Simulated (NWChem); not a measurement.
**Correlation energy of hydrogen iodide (HI)**

SMILES: I
```xyz
2

I      0.0000     0.0000     0.0302
H      0.0000     0.0000    -1.6026
```
Charge 0, spin multiplicity 1.

The numbers come from NWChem runs, not from measurements. All single points use one geometry, from PBE/def2-SVP with def2 effective core potentials on I, a minimum by its harmonic frequencies.

Basis set: def2-SVP. Each correlation energy counts from its own Hartree-Fock reference.

Effective core potentials replace the inner electrons of I; spin-orbit coupling is left out. The correlated methods keep 4 core orbitals frozen. Coupled-cluster values serve here as a point of comparison, not as the truth.

Question: Order these methods by the correlation energy they give, lowest first: CCSD(T), SCS-MP2, MP2, CCSD.

Answer: CCSD(T) (-144.4 mHa), CCSD (-142.0 mHa), MP2 (-128.6 mHa), SCS-MP2 (-124.0 mHa)
